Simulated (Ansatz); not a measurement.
Reaction (formal exchange of groups at a B–N bond): `CNBCl` + `CBF` → `CB(F)BCl` + CH₃NH₂

Computed with Ansatz on PBE0-D4/def2-TZVP structures; ΔE is electronic, products minus reactants. CCSD(T)/CBS is the MP2 limit (def2-TZVPP, def2-QZVPP) plus CCSD(T) − MP2 in def2-TZVPP, frozen cores. This one scheme is used for every species. Functionals use def2-TZVPP. One conformer a species, not always the lowest.

`CNBCl`:

```xyz
9

C    -0.125   -0.186   -1.175
N     0.466    0.062    0.119
B    -0.217    0.175    1.314
Cl    0.680    0.481    2.810
H     0.084    0.630   -1.873
H     0.250   -1.116   -1.614
H    -1.205   -0.273   -1.065
H     1.471    0.156    0.119
H    -1.403    0.070    1.365
```

`CBF`:

Z-matrix (Å, degrees):
```
C
B 1 1.553
H 1 1.096 2 109.6
H 1 1.091 2 114.0 3 122.5
H 1 1.096 2 109.7 3 -114.9
F 2 1.327 1 120.6 3 -122.2
H 2 1.202 1 123.5 3 57.8
```

`CB(F)BCl`:

Z-matrix (Å, degrees):
```
C
B 1 1.561
H 1 1.092 2 112.9
H 1 1.093 2 112.9 3 124.9
H 1 1.098 2 107.6 3 -118.8
F 2 1.336 1 118.2 3 17.6
B 2 1.699 1 123.9 3 -164.2
Cl 7 1.748 2 118.7 1 -83.0
H 7 1.196 2 125.8 1 95.1
```

CH₃NH₂:

Cartesian coordinates in Å:
```
C 0.317 0.431 -0.192
N -0.612 -0.444 0.502
H 0.911 -0.047 -0.985
H 1.012 0.866 0.529
H -0.234 1.259 -0.643
H -0.120 -1.214 0.937
H -1.273 -0.850 -0.148
```

Problem. Is it downhill or uphill in electronic energy at CCSD(T)/CBS, and by how much? (Best estimate.)

Solution. Ansatz gave: Uphill: ΔE = +1.82 eV.

Problem. What do these levels give: PBE-D4, B97M-V, r2SCAN0-D4, CAM-B3LYP-D4, revPBE, PBE0, r2SCANh, BHLYP, LC-ωPBE, SCS-MP2/def2-TZVPP, CCSD/def2-TZVPP, HF/def2-QZVPP? (Estimate.)

Solution. Computed: PBE-D4 1.78, B97M-V 1.80, r2SCAN0-D4 1.86, CAM-B3LYP-D4 1.88, revPBE 1.73, PBE0 1.81, r2SCANh 1.86, BHLYP 1.88, LC-ωPBE 1.82, SCS-MP2/def2-TZVPP 1.89, CCSD/def2-TZVPP 1.83, HF/def2-QZVPP 1.85 eV.

Largest T1 diagnostic among the species: 0.013.

At CCSD(T), def2-SVP lies +0.16 eV from the extrapolated value and def2-TZVPP +0.01 eV. Leaving LDA and LC-ωPBE aside and taking each functional with its dispersion term where it has one, the values, not all of them listed here, spread over 0.13 eV, from revPBE-D4 to CAM-B3LYP-D4. LDA lies +0.15 eV from PBE without D4.
